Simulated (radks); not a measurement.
Task: The mean radii <r> (bohr) of the occupied orbitals of an atom or ion are listed with their occupations. All-electron calculation, scalar-relativistic Kohn-Sham, PBEsol, spin-polarised, spherical densities, finite nucleus; Fermi nuclear charge, rms radius of each element as measured or else 0.836 A^(1/3) + 0.57 fm. Program: a radial shooting solver on a logarithmic mesh with Libxc functionals.

| orbital | occ. | <r> |
|---|---|---|
| 1s up | 1 | 0.01580 |
| 1s down | 1 | 0.01580 |
| 2s up | 1 | 0.06651 |
| 2s down | 1 | 0.06651 |
| 2p up | 3 | 0.06055 |
| 2p down | 3 | 0.06055 |
| 3s up | 1 | 0.1717 |
| 3s down | 1 | 0.1717 |
| 3p up | 3 | 0.1738 |
| 3p down | 3 | 0.1738 |
| 3d up | 5 | 0.1575 |
| 3d down | 5 | 0.1575 |
| 4s up | 1 | 0.3772 |
| 4s down | 1 | 0.3772 |
| 4p up | 3 | 0.4027 |
| 4p down | 3 | 0.4027 |
| 4d up | 5 | 0.4226 |
| 4d down | 5 | 0.4226 |
| 5s up | 1 | 0.8308 |
| 5s down | 1 | 0.8308 |
| 4f up | 7 | 0.4410 |
| 4f down | 7 | 0.4410 |
| 5p up | 3 | 0.9479 |
| 5p down | 3 | 0.9475 |
| 5d up | 5 | 1.229 |
| 5d down | 5 | 1.223 |
| 6s up | 1 | 2.070 |
| 6s down | 1 | 2.057 |
| 6p up | 1 | 2.603 |

Name the element and its charge. Open shells, if any, are filled with parallel spins first.

Result: Z = 83, bismuth, charge +2: Bi2+ in [Hg] 6p1. The 1s radius gives Z: for a bare nucleus <r> = (2 gamma + 1)/(2Z) with gamma = sqrt(1 - (Z/c)^2), 0.01561 bohr for Z = 83, and screening makes it slightly larger (0.01580 here). The occupations add up to 81, and the charge is Z minus that.
